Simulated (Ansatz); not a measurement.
Geometry optimisation, Ansatz 0.2.0, RKS PBE0/6-31G*.

The input (input.yaml):

```yaml
crystal:
  periodic: [false, false, false]
  atoms:
    - { symbol: F, position_ang: [-2.4957, 1.1219, 0.6488] }
    - { symbol: Al, position_ang: [-0.8393, 0.9588, 1.1663] }
    - { symbol: C, position_ang: [0.255, -0.491, 0.3613] }
    - { symbol: C, position_ang: [0.4847, -0.325, -1.1395] }
    - { symbol: Cl, position_ang: [-0.247, 1.14807, -1.76725] }
    - { symbol: H, position_ang: [-0.2123, 1.9618, 2.2576] }
    - { symbol: H, position_ang: [-0.1577, -1.4662, 0.6204] }
    - { symbol: H, position_ang: [1.3327, -0.4328, 0.8361] }
    - { symbol: H, position_ang: [1.63535, -0.23042, -1.21125] }
    - { symbol: H, position_ang: [0.19568, -1.20593, -1.66916] }
basis:
  gaussian: { orbitals: "6-31G*" }
hamiltonian:
  xc: pbe0
relax:
  f_tol: 0.015
  max_steps: 40
```

Run as:

```bash
$ ansatz run input.yaml --threads 2 --pin off --max-ram 3072MiB --backend cpu --events-out ev --progress --plain --runs-dir out
```

Problem. Where does it end, and by what steps?

Solution. The run converged. After 8 steps the energy has fallen by 0.701 eV; H6 moved furthest, 0.51 Å. Joined: Al2–Cl5.

```
step  energy less start (eV)  largest force component (eV/Å)  accepted
   0                  0.0000                           2.941       yes
   1                 -0.3795                           1.872       yes
   2                 -0.5028                           1.721       yes
   3                 -0.6166                           1.417       yes
   4                 -0.6888                           0.468       yes
   5                 -0.6962                           0.235       yes
   6                 -0.7007                           0.034       yes
   7                 -0.7008                           0.021       yes
   8                 -0.7008                           0.007       yes
```

```xyz
10
Properties=species:S:1:pos:R:3
F -2.456 0.769 0.800
Al -0.810 0.977 0.933
C 0.333 -0.580 0.446
C 0.553 -0.340 -1.024
Cl -0.007 1.417 -1.421
H -0.306 2.199 1.813
H -0.147 -1.549 0.612
H 1.279 -0.558 0.996
H 1.586 -0.349 -1.374
H -0.073 -0.947 -1.678
```

Run time: 20 s on 2 threads of Intel(R) Xeon(R) Platinum 8488C (Sapphire Rapids), with other jobs on the host, peak memory 0.22 GiB.
